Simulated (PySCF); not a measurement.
**From computed data to an observable: entropy of an ideal gas**

C4H5Si, SMILES C1=C[SiH]C=C1 (connectivity only; charge and spin as stated), charge +1, multiplicity 1.

The structure is a stationary point at PBE0-D3(BJ)/def2-SVP. The spin state was assumed, not searched. The isomer is the one that the SMILES or the coordinates give; other isomers of the formula were not compared.

PySCF with PBE0-D3(BJ)/def2-SVP gives the harmonic wavenumbers 217, 313, 495, 553, 583, 681, 731, 770, 805, 918, 923, 1005, 1013, 1098, 1106, 1278, 1326, 1595, 1617, 2326, 3210, 3217, 3270, 3272 cm⁻¹ and the rotational temperatures 0.3205, 0.2689, 0.1462 K. The molar mass is 81.17 g/mol, the symmetry number 2, the spin multiplicity 1.

Q: Work out the entropy at 298.15 K and 1 atm in the rigid-rotor, harmonic-oscillator model.

A: 
Translation (Sackur–Tetrode at 1 atm): S = R[1.5 ln M + 2.5 ln T − 1.16487] = 163.6 J/(mol K).
Rotation: q = (√π/σ) T^1.5/√(θA θB θC) = 40600, S = R[ln q + 3/2] = 100.7 J/(mol K).
Vibration: with u = 1.4388 ν/T, each mode gives R[u/(e^u − 1) − ln(1 − e^−u)]:
```tsv
ν (cm⁻¹)	modes	u	S (J/(mol K))
217	1	1.05	8.30
313	1	1.51	5.63
495	1	2.39	2.81
553	1	2.67	2.25
583	1	2.81	2.01
681	1	3.29	1.38
731	1	3.53	1.14
770	1	3.72	0.98
805	1	3.88	0.85
918	1	4.43	0.54
923	1	4.45	0.53
1005	1	4.85	0.38
1013	1	4.89	0.37
1098	1	5.30	0.26
1106	1	5.34	0.25
1278	1	6.17	0.13
1326	1	6.40	0.10
1595	1	7.70	0.03
1617	1	7.80	0.03
```
The stiffer modes add less than 0.005 each. Sum 28.0 J/(mol K).
Spin: R ln 1 = 0.0 J/(mol K).
Total 292.3 J/(mol K); the program's own thermochemistry gives 292.3. Translation makes up 56 % and vibration 10 %. Anharmonicity, hindered rotation and orbital degeneracy are left out.
